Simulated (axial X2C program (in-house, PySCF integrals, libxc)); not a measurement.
# Potential curves of TaBr⁺, 2c

All values were computed with an in-house all-electron X2C program for linear molecules (integrals from PySCF). Two-component (2c) means X2C with spin–orbit coupling and atomic mean-field two-electron Coulomb and Gaunt terms. Basis: Ta dyall-v3z [13s14p9d7f2g], Br dyall-v3z [8s9p6d1f] (cores contracted in-house); Gaussian nuclei, density fitting, unrestricted open shells. Masses: Ta 180.948 u, Br 78.918 u.

State: Ω = 3/2 (⟨Sz⟩ = 1.47, ⟨Lz⟩ = 0.03 at PBE50). Energies in eV from the lowest point of each curve. Fits are polynomials in 1 − R0/R over 0.85 to 1.23 times the lowest point R0.

```json
{"R (Å)": "2.1648", "PBE50": "0.2143", "PBE0": "0.2224", "MP2": "0.1692"}
{"R (Å)": "2.2339", "PBE50": "0.0403", "PBE0": "0.0450", "MP2": "0.0177"}
{"R (Å)": "2.3030", "PBE50": "0.0000", "PBE0": "0.0000", "MP2": "0.0000"}
{"R (Å)": "2.3836", "PBE50": "0.0779", "PBE0": "0.0711", "MP2": "0.1038"}
{"R (Å)": "2.4642", "PBE50": "0.2523", "PBE0": "0.2377", "MP2": "0.3030"}
{"R (Å)": "2.5678", "PBE50": "0.5699", "PBE0": "0.5442", "MP2": "0.6506"}
```

Correlated methods: 33 electrons correlated (number of frozen shells: Ta 4 s, 3 p, 2 d; Br 3 s, 2 p, 1 d), 285 virtual spin orbitals or spinors in MP2.

The state is a single determinant with fixed occupations, the lowest that a limited PBE0 search found. Density functionals use the spin component along the axis (collinear). PBE0 can misorder states that lie within some tenths of an eV, so this need not be the ground state of the molecule. The nearest other spin-free determinant of the search, M_S = 3/2, Λ = 3, lies 0.48 eV up at the distance of the search. With several unpaired electrons one determinant need not be a pure state. This is the top spin component of a Σ state; components of lower Ω are not single determinants and can lie lower. Under one Hamiltonian the search converged a single determinant, so lower ones may well exist. MP2 and coupled cluster on one determinant become unreliable at the stretched end.

Question: Fit the PBE50 curve near its minimum: give the equilibrium distance and the harmonic wavenumber.

Answer: At PBE50, 2c: Re = 2.293 Å, ωe ≈ 328 cm⁻¹; Be follows as 0.0583 cm⁻¹.

Question: What are Re and ωe at the PBE0 level?

Answer: At PBE0, 2c: Re = 2.296 Å, ωe ≈ 324 cm⁻¹; Be follows as 0.0582 cm⁻¹.

Question: What are Re and ωe at the MP2 level?

Answer: At MP2, 2c: Re = 2.278 Å, ωe ≈ 338 cm⁻¹; Be follows as 0.0591 cm⁻¹.
